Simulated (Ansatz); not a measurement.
Energy profile

The step: SiH₂S₂F₂ ([F][Si]([F])([SH])[SH]) → SiSF₂ ([F][Si]([F])[S]) + H₂S (still joined by a long Si–S bond); bonds formed: S2–H4; bonds broken: S3–H4; bonds weakened to dative contacts: Si1–S2 (atoms numbered as in the saddle structure below).

Si1  (-0.503, -0.245, 0.609)
S2  (0.866, -0.351, -1.256)
S3  (-1.432, 1.437, 0.107)
H4  (-0.074, 0.796, -1.203)
F5  (-1.218, -1.655, 0.590)
F6  (0.519, -0.342, 1.815)
H7  (1.841, 0.361, -0.661)
(Å)

Electronic energies by CCSD(T) at an estimated basis limit (MP2 extrapolated from triple and quadruple zeta, plus CCSD(T) − MP2 in triple zeta), on PBE0-D4/def2-TZVP structures; SiH$_{2}$S$_{2}$F$_{2}$, singlet; no counterpoise correction. Computed with Ansatz 0.2.0 (basis: def2-TZVPP and def2-QZVPP); correlated methods freeze the cores. Extrapolation: Hartree–Fock as exp(−7.88 √X), correlation as X^−2.97.

Q: Give the profile in kcal/mol, counted from the start structure. (An estimate is asked for; the value comes from the calculation.)

A: By the calculation:
```
                                                                                                       point  kcal/mol
                                                                                             start structure      0.00
                                                                                                      saddle     37.86
                                                                                               end structure     30.32
separated: SiSF$_{2}$ (linked as [F][Si]([F])[S]; Si1, S3, F5, F6; singlet) + H$_{2}$S (S2, H4, H7; singlet)     46.32
```

No T1 diagnostic of these runs exceeds 0.014.

For scale, one of the runs: CCSD(T)/def2-TZVPP, 216 basis functions, launched by `ansatz run in.yaml --threads 4 --pin off --events-out ev --progress --plain --max-ram 9574MiB`. Time: 100 s of wall clock on 4 CPU threads of an Intel Xeon; the host was shared. Peak host memory: 3 GiB.
